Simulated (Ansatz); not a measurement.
Two structures of SiH3Cl3O, singlet, reached by relaxing down either side of one saddle point (PBE0-D4/def2-TZVP). Energies are electronic, without zero-point energy. Computed with Ansatz 0.2.0 (basis: def2-TZVPP and def2-QZVPP); correlated methods freeze the cores. Extrapolation: Hartree–Fock as exp(−7.88 √X), correlation as X^−2.97. First:

Si1  (-0.218, 1.039, -0.087)
O2  (-0.403, -0.539, 0.296)
Cl3  (-1.676, 1.634, -1.375)
Cl4  (-0.336, 2.195, 1.583)
H5  (1.103, 1.164, -0.710)
H6  (0.910, -1.903, -0.072)
Cl7  (1.835, -2.761, -0.353)
H8  (-1.216, -0.829, 0.718)
(Å)

Second:

```tsv
atom	x (Å)	y (Å)	z (Å)
Si1	0.6825	0.9903	-0.6958
O2	-1.3997	-1.6216	0.9297
Cl3	-0.9946	0.8376	-1.8097
Cl4	0.2164	1.5347	1.2105
H5	1.5757	2.0065	-1.2685
H6	-0.5491	-2.0079	0.7073
Cl7	1.6681	-0.7919	-0.6572
H8	-1.1993	-0.9477	1.5837
```

Which bonds change from the first to the second?

SiH₂Cl₂O ([OH][SiH]([Cl])[Cl]) + HCl → SiHCl₃ ([Cl][SiH]([Cl])[Cl]) + H₂O; bonds formed: Si1–Cl7, O2–H6; bonds broken: Si1–O2, H6–Cl7.

Give the saddle point's structure and its height above each. (To be estimated.)

By the calculation: 25.85 kcal/mol above the first and 21.10 kcal/mol above the second (CCSD(T) at an estimated basis limit (MP2 extrapolated from triple and quadruple zeta, plus CCSD(T) − MP2 in triple zeta)).
| atom | x (Å) | y (Å) | z (Å) |
| --- | --- | --- | --- |
| Si1 | 0.0779 | 0.6044 | -0.2728 |
| O2 | -0.4801 | -0.7808 | 0.6827 |
| Cl3 | -1.0079 | 0.8688 | -1.9553 |
| Cl4 | -0.7855 | 1.9654 | 1.0698 |
| H5 | 1.4685 | 1.0488 | -0.2170 |
| H6 | 0.1557 | -1.5224 | 0.2280 |
| Cl7 | 1.1489 | -1.5017 | -1.1747 |
| H8 | -0.5775 | -0.6826 | 1.6393 |

T1 diagnostic: at most 0.010.

Hydrogen chloride, the by-product of chloride precursors, can attack films and sites by steps of this kind.

Labels in which every atom is bracketed show which atoms are joined, not bond orders.

For scale, one of the runs: CCSD(T)/def2-TZVPP, 241 basis functions, launched by `ansatz run in.yaml --threads 8 --pin off --events-out ev --progress --plain --max-ram 19148MiB`. Time: 65 s of wall clock on 8 CPU threads of an Arm Neoverse V2; the host was shared. Peak host memory: 4.3 GiB.
